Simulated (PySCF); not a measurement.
## Structure elucidation problem

The spectra below were simulated for a compound C6H10O.

1H NMR (600 MHz, computed): δ 7.04 (m, 1H), 6.72 (m, 1H), 6.07 (m, 1H), 2.45 (sept, 1H), 1.14 (d, 6H).

13C{1H} NMR (computed): δ 206.2 (C), 140.5 (CH), 138.5 (CH2), 46.0 (CH), 20.0 (CH3).

In vacuum, no relativistic terms, equivalent nuclei averaged, single conformer. Geometry: GFN2-xTB; NMR shieldings at PBE0/pcSseg-1/GIAO; PySCF.

References, each an isolated molecule treated in the same way: 1H and 13C vs TMS.

Propose a structure and justify it.

## Answers


The formula gives 2 degrees of unsaturation (no ring in the answer). 5 carbon signals for 6 carbons: some carbons are equivalent by symmetry or fast rotation. Carbon types of the structure: 1 × C, 2 × CH, 1 × CH2, 2 × CH3, which accounts for all hydrogens. δC 206.2: ketone carbonyl carbon; low-lying n→π* states of the double bond to the heteroatom give a large paramagnetic term (-270 ppm). δC 140.5: α carbon of a C=C–C=O unit; an sp2 carbon of a C=C bond. δC 138.5: β carbon of a C=C–C=O unit; conjugation with the carbonyl draws π density from the β position. δC 46.0: sp3 CH α to a carbonyl; α to the electron-withdrawing carbonyl group. δC 20.0: methyl carbon; a saturated carbon with 1 carbon neighbour and no heteroatom attached. δH 6.72: hydrogen on an α carbon of a C=C–C=O unit; a vinylic proton, deshielded by the sp2 carbon and the C=C anisotropy. δH 2.45: hydrogen on an sp3 CH α to a carbonyl; α to C=O.

Structure: `C=CC(=O)C(C)C`.

The data come from this structure; uniqueness wasn't tested.

Shifts are as computed. Against solution values, carbons near 30 ppm lie about +3 ppm off and those near 130 ppm about +5 ppm. Of 1211 compounds with measured shifts, 218 miss one by over three times the rms of a fit or turn the order of signals round; such compounds aren't used in these exercises. No couplings were computed; multiplicities are counted from neighbouring protons, with m where these are inequivalent, close in shift, in a saturated or five-membered ring or joined by F or P, and br s for small geminal =CH2 splittings.
